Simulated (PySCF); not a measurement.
CHO, SMILES C#[O+], charge +1. Heavy atoms are numbered as in [CH:1]#[O+:2]. Hydrogens are named by the atom that carries them.

Coordinates come from a r2SCAN-D4/def2-TZVPD optimisation.

The numbers are results of PBE0/pcSseg-2 (PySCF), not measurements.

GIAO shieldings, no solvent; atoms alike by connectivity are averaged. δ = σ(ref) − σ: ¹³C against TMS (σ = 186.1 ppm); ¹⁷O against H2O (σ = 327.8 ppm); ¹H against TMS (σ = 31.54 ppm), references at their B3LYP-D3(BJ)/def2-TZVP geometries, non-relativistic.

Computed chemical shifts:
```
nucleus    atoms  count  δ (ppm)
-------  -------  -----  -------
¹³C      C1 (CH)      1    144.9
¹⁷O           O2      1    378.0
¹H       H on C1      1     7.26
```
